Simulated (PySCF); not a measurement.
Gas-phase reaction: 4 GaCl + 2 NH3 + N2H2 = 2 GaCl2NH2 + 2 GaNH2

Energies from PySCF, thermal terms from the rigid-rotor harmonic-oscillator model, ideal gas at 1 bar. † marks an energy on the PBE0/def2-TZVP geometry and frequencies; other levels use their own. CCSD(T) freezes the core. All species are closed-shell singlets. B3LYP is the form with VWN-RPA correlation. Ga: all electrons, no relativistic terms. GaCl2NH2, GaNH2: computed as isolated molecules; such fragments, hydroxides, amides, oligomers or adducts are transient or little studied in the gas. CCSD(T) isn't extrapolated to the basis-set limit; its ΔH°(298 K) is -340.3 kJ in def2-SVP and -360.9 kJ in def2-TZVPP. The harmonic model lacks anharmonicity and excited electronic states, which grow with temperature; levels with a mode under 35 cm⁻¹ are left out. Soft modes under 120 cm⁻¹ make the harmonic entropy rough for GaCl2NH2.

```
level                ΔE electronic, kJ  ΔH°(298 K), kJ  ΔS°(298 K), J/K  ΔG°(1800 K), kJ
-------------------  -----------------  --------------  ---------------  ---------------
B3LYP/def2-TZVP†                  -240            -243             -364              339
CCSD(T)/def2-TZVPP†               -359            -361             -364              220
PBE0/def2-TZVP                    -318            -320             -364              261
r2SCAN/def2-TZVP†                 -360            -363             -364              219
ωB97M-V/def2-TZVP†                -314            -316             -364              265
ωB97X-V/def2-TZVP†                -351            -354             -364              228
```
ΔH° is lowest at r2SCAN/def2-TZVP† and highest at B3LYP/def2-TZVP†. No reference value is set beside these.
